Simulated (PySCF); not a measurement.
C2H10N2Si2, SMILES C(/C)([SiH2]N)=N/[SiH3].

Geometry optimised at B3LYP-D3(BJ)/def2-SVP. The structure was generated by enumeration; whether it is a known compound was not checked. The values are those of a single conformer.

Level of theory: PySCF 2.14.0 with TDA-ωB97X/def2-SVPD.

Vertical excitations. The molecule is in vacuum.

| state | energy (eV) | λ (nm) | f | main pairs |
|---|---|---|---|---|
| S1 | 3.82 | 325 | 0.002 | HOMO→LUMO 96 % |
| S2 | 6.35 | 195 | 0.014 | HOMO−1→LUMO 92 % |
| S3 | 6.43 | 193 | 0.040 | HOMO→LUMO+1 77 % |
| S4 | 6.76 | 184 | 0.023 | HOMO−1→LUMO+2 65 %, HOMO−1→LUMO+1 13 % |
| S5 | 7.09 | 175 | 0.034 | HOMO→LUMO+2 79 % |
| S6 | 7.32 | 169 | 0.001 | HOMO−3→LUMO 43 %, HOMO−5→LUMO 27 %, HOMO→LUMO+6 9 % |
| T1 | 3.22 | 385 | 0 | HOMO→LUMO 95 % |
| T2 | 4.85 | 256 | 0 | HOMO−2→LUMO 76 %, HOMO−6→LUMO 14 % |
Triplets are in the Tamm–Dancoff approximation.
